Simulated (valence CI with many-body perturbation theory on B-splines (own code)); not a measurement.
# Ce17+: calculated level list

Calculated by valence CI with perturbative core correlation (CI+MBPT): five valence electrons over a frozen Dirac-Fock core [Kr], radial functions for each j: 7 s, 7 p, 8 d, 6 f, 4 g, 1 h, with the one-electron correlation potential Σ1, the two-electron term Σ2, the three-electron term Σ3, Breit, model QED; selected CI, second order for the rest, scaled by the run's own slope (own B-spline code, finite nucleus).

No measured spectrum was set against this ion. As an estimate, terms of the open shell hold to 2 to 4 % of their energy, and close levels can change places. Among the levels kept, up to 460 cm⁻¹ of a level comes from second order outside the variational space, and about a tenth of that is noise between levels of different J, which matters for small intervals. The list stops below the first excitations out of the core.

Levels 1 to 37 of 37, with energies above the lowest level, 4d5 6S_5/2. "Leading %" is the weight of the configuration and term that name the level; weights of strongly mixed levels are sums over their largest components and can fall short. In the jj column 3d3/2^4 stands for four electrons in 3d with j = 3/2. Lifetimes count E1, E2, E3, M1 and M2 decay at the calculated energies, and are blank where another channel may lead or the interval is too uncertain; long ones can be off by a factor of two.

```tsv
No.	Configuration	Term	J	E (cm⁻¹)	Leading %	g	Leading jj	Lifetime
1	4d5	6S	5/2	0.0	76	1.882	4d3/2^3 4d5/2^2 (40 %)	
2	4d5	4G	5/2	35020	27	1.058	4d3/2^4 4d5/2 (60 %)	2.39 ms
3	4d5	4G	7/2	50356	56	1.109	4d3/2^3 4d5/2^2 (89 %)	7.70 ms
4	4d5	4D	3/2	52628	46	1.328	4d3/2^3 4d5/2^2 (89 %)	1.19 ms
5	4d5	4G	11/2	53533	68	1.199	4d3/2^3 4d5/2^2 (79 %)	
6	4d5	4G	5/2	56374	39	1.078	4d3/2^3 4d5/2^2 (53 %)	1.84 ms
7	4d5	4G	9/2	56975	75	1.166	4d3/2^3 4d5/2^2 (62 %)	121 ms
8	4d5	4P	1/2	61944	58	1.729	4d3/2^3 4d5/2^2 (61 %)	27.3 ms
9	4d5	4D	7/2	70315	52	1.254	4d3/2^2 4d5/2^3 (64 %)	4.48 ms
10	4d5	2D	5/2	74436	35	1.250	4d3/2^3 4d5/2^2 (52 %)	1.09 ms
11	4d5	2I	11/2	80863	67	1.017	4d3/2^2 4d5/2^3 (83 %)	3.25 ms
12	4d5	2F	7/2	81729	38	1.136	4d3/2^3 4d5/2^2 (58 %)	4.60 ms
13	4d5	4D	1/2	83074	66	0.842	4d3/2^2 4d5/2^3 (86 %)	1.98 ms
14	4d5	4D	3/2	85314	38	1.163	4d3/2^2 4d5/2^3 (56 %)	2.14 ms
15	4d5	2G	9/2	87115	48	1.155	4d3/2^2 4d5/2^3 (64 %)	3.45 ms
16	4d5	4F	3/2	89277	53	0.865	4d3/2^2 4d5/2^3 (76 %)	696 μs
17	4d5	2I	13/2	89544	99	1.075	4d3/2^2 4d5/2^3 (99 %)	16.9 ms
18	4d5	2F	5/2	94030	36	1.018	4d3/2^2 4d5/2^3 (71 %)	953 μs
19	4d5	2H	9/2	104830	51	1.107	4d3/2^2 4d5/2^3 (98 %)	843 μs
20	4d5	4F	5/2	107270	35	1.092	4d3/2^2 4d5/2^3 (59 %)	649 μs
21	4d5	2G	7/2	107530	61	0.996	4d3/2^2 4d5/2^3 (94 %)	3.66 ms
22	4d5	2F	5/2	114260	41	1.095	4d3/2^2 4d5/2^3 (48 %)	555 μs
23	4d5	2D	3/2	114980	65	0.745	4d3/2^2 4d5/2^3 (41 %)	1.75 ms
24	4d5	2F	7/2	119170	66	1.085	4d3/2^2 4d5/2^3 (57 %)	902 μs
25	4d5	2S	1/2	122330	73	1.929	4d3/2^2 4d5/2^3 (40 %)	830 μs
26	4d5	4F	7/2	125370	46	1.189	4d3/2 4d5/2^4 (79 %)	700 μs
27	4d5	2G	9/2	128390	48	1.092	4d3/2 4d5/2^4 (52 %)	1.49 ms
28	4d5	2H	11/2	129770	68	1.066	4d3/2 4d5/2^4 (94 %)	579 μs
29	4d5	2D	3/2	139010	77	0.838	4d3/2 4d5/2^4 (57 %)	432 μs
30	4d5	2D	5/2	144680	61	1.100	4d3/2 4d5/2^4 (68 %)	465 μs
31	4d5	2G	9/2	152570	93	1.110	4d3/2^2 4d5/2^3 (56 %)	967 μs
32	4d5	2D	5/2	153530	56	1.110	4d5/2^5 (41 %)	544 μs
33	4d5	2G	7/2	160110	80	0.936	4d3/2 4d5/2^4 (73 %)	747 μs
34	4d5	2P	3/2	169500	82	1.239	4d3/2^2 4d5/2^3 (81 %)	1.19 ms
35	4d5	2P	1/2	183260	85	0.830	4d3/2 4d5/2^4 (58 %)	603 μs
36	4d5	2D	5/2	199740	90	1.190	4d3/2^2 4d5/2^3 (58 %)	284 μs
37	4d5	2D	3/2	206160	81	0.878	4d3/2 4d5/2^4 (79 %)
```

Names give the largest LS component (configuration and term), which can be under half, so a name can repeat, a term be missing and a line seem to break the LS rules; names also repeat where a configuration has a term twice.

Where two levels of one J and parity lie close, their mixing, g and order are uncertain.

The ionisation energy to 4d4 5D_0 of the next ion comes out as 472.8 eV (NIST: 472 ± 3 eV (theoretical)). All 37 levels together are meant to be complete up to 604080 cm⁻¹.
